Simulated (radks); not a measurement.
Values are calculated unless marked as measured or tabulated.
Excited configurations of Pr31+: one electron is placed in a higher orbital outside [Ar] 3d9. The ground configuration is [Ar] 3d10. Code: a radial shooting solver on a logarithmic mesh with Libxc functionals. Model: scalar-relativistic Kohn-Sham, PBEsol, spin-polarised, spherical densities, finite nucleus; open shells are filled with parallel spins first (spin-orbit coupling, left out, can overturn this in heavy ions); Fermi nuclear charge, rms radius 4.8919 fm. Excitation = E - E(ground); binding = E(ion) - E, where the ion is the core of charge +32; n* = 32/sqrt(2 binding) in atomic units. These energies are relativistic, and a one-electron ion of charge +32 with no core already has n* below n in this formula (scalar-relativistic equation, point nucleus: 4p 3.987, 4f 3.997, 5d 4.993, 5f 4.996, 6s 5.976, 7s 6.975, 7f 6.995).

\begin{tabular}{lrrrr}
outer orbital & excitation (eV) & binding (eV) & n* & eigenvalue (eV) \\ \hline
4p & 882.60 & 1144.9 & 3.488 & -1126.5 \\
4f & 1108.9 & 918.58 & 3.894 & -897.26 \\
5d & 1391.1 & 636.38 & 4.679 & -626.69 \\
5f & 1441.0 & 586.52 & 4.874 & -576.46 \\
6s & 1544.0 & 483.55 & 5.368 & -477.31 \\
7s & 1683.5 & 344.05 & 6.364 & -339.57 \\
7f & 1730.7 & 296.77 & 6.852 & -292.42 \\
\end{tabular}

The Delta-SCF ionisation energy is 2027.5 eV (NIST Atomic Spectra Database: 2019 eV, theoretical). Self-interaction in the functional shifts the binding energies and quantum defects, so they are the method's values and not measured ones. Open shells are spherical and high-spin; term and fine-structure splittings are not resolved. Spin-orbit splitting is averaged out at the scalar-relativistic level.
